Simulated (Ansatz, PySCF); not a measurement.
Molecule: BH$_{2}$, charge 0, multiplicity 2. SMILES: [BH2]
Geometry: optimised at B3LYP-D3(BJ)/def2-TZVP (Ansatz, an electronic-structure program).

Property: vertical ionisation energy (to the singlet state of charge +1; each state is the SCF solution reached for its spin), in eV. Correlated levels leave the core frozen unless marked. UHF or UKS for open shells. Spin-orbit coupling is left out. No relativistic terms. CBS marks a two-point X^-3 extrapolation of the correlation energy; Hartree-Fock from the larger set. The bracket is a focal-point correction in the basis named.

```json
[
 {"level": "HF/def2-SVPD", "program": "Ansatz", "vertical ionisation energy (eV)": "8.63"},
 {"level": "HF/aug-cc-pVTZ", "program": "Ansatz", "vertical ionisation energy (eV)": "8.59"},
 {"level": "HF/def2-QZVPPD", "program": "Ansatz", "vertical ionisation energy (eV)": "8.60"},
 {"level": "B3LYP/def2-TZVPD", "program": "Ansatz", "vertical ionisation energy (eV)": "9.21"},
 {"level": "PBE0/def2-TZVPD", "program": "Ansatz", "vertical ionisation energy (eV)": "9.21"},
 {"level": "M06-2X/def2-TZVPD", "program": "PySCF", "vertical ionisation energy (eV)": "8.99"},
 {"level": "wB97X-V/def2-TZVPD", "program": "Ansatz", "vertical ionisation energy (eV)": "9.00"},
 {"level": "MP2/aug-cc-pVDZ", "program": "Ansatz", "vertical ionisation energy (eV)": "8.86"},
 {"level": "MP2/def2-TZVPPD", "program": "Ansatz", "vertical ionisation energy (eV)": "8.92"},
 {"level": "RI-MP2/aug-cc-pVTZ", "program": "Ansatz", "vertical ionisation energy (eV)": "8.93"},
 {"level": "RI-MP2/CBS(aug-cc-pVTZ,aug-cc-pVQZ)", "program": "Ansatz", "vertical ionisation energy (eV)": "8.95"},
 {"level": "SCS-MP2/def2-SVPD", "program": "Ansatz", "vertical ionisation energy (eV)": "8.83"},
 {"level": "SCS-MP2/aug-cc-pVQZ", "program": "Ansatz", "vertical ionisation energy (eV)": "8.87"},
 {"level": "CCSD/def2-TZVPPD", "program": "Ansatz", "vertical ionisation energy (eV)": "8.95"},
 {"level": "CCSD/def2-QZVPPD", "program": "Ansatz", "vertical ionisation energy (eV)": "8.96"},
 {"level": "RI-MP2/CBS(aug-cc-pVTZ,aug-cc-pVQZ)+[CCSD(T)-MP2]/aug-cc-pVDZ", "program": "Ansatz", "vertical ionisation energy (eV)": "9.01"},
 {"level": "RI-MP2/CBS(def2-TZVPPD,def2-QZVPPD)+[CCSD(T)-MP2]/def2-SVPD", "program": "Ansatz", "vertical ionisation energy (eV)": "9.00"},
 {"level": "RI-MP2/CBS(aug-cc-pVTZ,aug-cc-pVQZ)+[CCSD(T)-MP2]/aug-cc-pVQZ", "program": "Ansatz", "vertical ionisation energy (eV)": "9.00"},
 {"level": "RI-MP2/CBS(def2-TZVPPD,def2-QZVPPD)+[CCSD(T)-MP2]/def2-QZVPPD", "program": "Ansatz", "vertical ionisation energy (eV)": "9.00"},
 {"level": "CCSD(T)/CBS(def2-TZVPPD,def2-QZVPPD)", "program": "Ansatz", "vertical ionisation energy (eV)": "9.00"},
 {"level": "CCSD(T)/CBS(aug-cc-pVTZ,aug-cc-pVQZ)", "program": "Ansatz", "vertical ionisation energy (eV)": "9.00"}
]
```

For comparison, minus the highest occupied orbital energy (PySCF): 6.16 eV at PBE0/def2-TZVPD, 9.45 eV at HF/def2-TZVPD, 5.09 eV at M06-L/def2-TZVPD.
